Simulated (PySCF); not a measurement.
A structure optimised at PBE-D3(BJ)/def2-TZVPD, used in a PySCF frequency run:

```
Rb
Cl 1 2.8605
```

Write its SMILES, formula and point group.

[Cl][Rb], ClRb, C∞v

What are its rotational constants (standard atomic weights)?

2.4650 GHz (linear rotor, B only)
